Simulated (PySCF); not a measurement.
Single point on InO⁺

State: ³Σ⁻ (triplet), unpaired electrons π ↑↑.

An equivalent input (the run itself took its basis sets from the Basis Set Exchange, started from a PBE0 density and held the occupation σ 7α 7β, πx 3α 2β, πy 3α 2β, δx 1α 1β, δy 1α 1β):

```python
from pyscf import gto, scf, cc
mol = gto.M(atom='In 0 0 0; O 0 0 2.925', basis={'In': 'def2-SVP', 'O': 'def2-SVP'}, ecp={'In': 'def2-SVP'},
            charge=1, spin=2, verbose=4, symmetry='C2v')
mf = scf.UHF(mol)
mf.irrep_nelec = {'A1': (8, 8), 'A2': (1, 1), 'B1': (3, 2), 'B2': (3, 2)}
mf.conv_tol = 1e-9
mf.max_cycle = 60
mf.diis_space = 10
mf.kernel()
mycc = cc.CCSD(mf, frozen=[[0, 1, 2, 3, 4, 39], [0, 1, 2, 3, 4, 39]])
mycc.run(conv_tol=1e-7, conv_tol_normt=1e-5, max_cycle=80, diis_space=8)
et = mycc.ccsd_t()
```

The SCF ended at -263.74012065 hartree. The coupled-cluster part of the log:

```
******** <class 'pyscf.cc.uccsd.UCCSD'> ********
CC2 = 0
CCSD nocc = (10, 8), nmo = (34, 34)
frozen orbitals [[0, 1, 2, 3, 4, 39], [0, 1, 2, 3, 4, 39]]
max_cycle = 80
direct = 0
conv_tol = 1e-07
conv_tol_normt = 1e-05
diis_space = 8
diis_start_cycle = 0
diis_start_energy_diff = 1e+09
Init t2, MP2 energy = -0.147205724950646
Init E_corr(UCCSD) = -0.147205724950771
cycle = 1  E_corr(UCCSD) = -0.167316513631436  dE = -0.0201107887  norm(t1,t2) = 0.0623278
cycle = 2  E_corr(UCCSD) = -0.172873694389674  dE = -0.00555718076  norm(t1,t2) = 0.0231985
cycle = 3  E_corr(UCCSD) = -0.175664099201229  dE = -0.00279040481  norm(t1,t2) = 0.0106219
cycle = 4  E_corr(UCCSD) = -0.175821476135378  dE = -0.000157376934  norm(t1,t2) = 0.00274235
cycle = 5  E_corr(UCCSD) = -0.175780517704498  dE = 4.09584309e-05  norm(t1,t2) = 0.0016652
cycle = 6  E_corr(UCCSD) = -0.175803616272875  dE = -2.30985684e-05  norm(t1,t2) = 0.000786588
cycle = 7  E_corr(UCCSD) = -0.175828210524497  dE = -2.45942516e-05  norm(t1,t2) = 0.000357761
cycle = 8  E_corr(UCCSD) = -0.175829536343719  dE = -1.32581922e-06  norm(t1,t2) = 0.000171695
cycle = 9  E_corr(UCCSD) = -0.175827459630536  dE = 2.07671318e-06  norm(t1,t2) = 9.41375e-05
cycle = 10  E_corr(UCCSD) = -0.175826425857182  dE = 1.03377335e-06  norm(t1,t2) = 5.2724e-05
cycle = 11  E_corr(UCCSD) = -0.17582655548293  dE = -1.29625748e-07  norm(t1,t2) = 3.11006e-05
cycle = 12  E_corr(UCCSD) = -0.175826724475803  dE = -1.68992873e-07  norm(t1,t2) = 1.09126e-05
cycle = 13  E_corr(UCCSD) = -0.175826974797831  dE = -2.50322028e-07  norm(t1,t2) = 3.84867e-06
cycle = 14  E_corr(UCCSD) = -0.175827016967619  dE = -4.21697883e-08  norm(t1,t2) = 1.35487e-06
UCCSD converged
E(UCCSD) = -263.915947662094  E_corr = -0.1758270169676194
UCCSD(T) correction = -0.00269589602259028
```

T1 diagnostic 0.007, D1 0.021, 18 electrons correlated, 1 of the virtual orbitals (those above 20 hartree) left out.

Repeating this along the bond gives Re = 3.011 Å and ωe = 115 cm⁻¹.

A point of this curve took 2.1 CPU seconds beside 0.079 for the integrals, on Intel Xeon Platinum 8488C (shared host).

Correlated steps freeze 5 core orbitals. Spin–orbit coupling is left out. The state is the lowest determinant that a PBE0 search found; another state may lie lower at other levels.
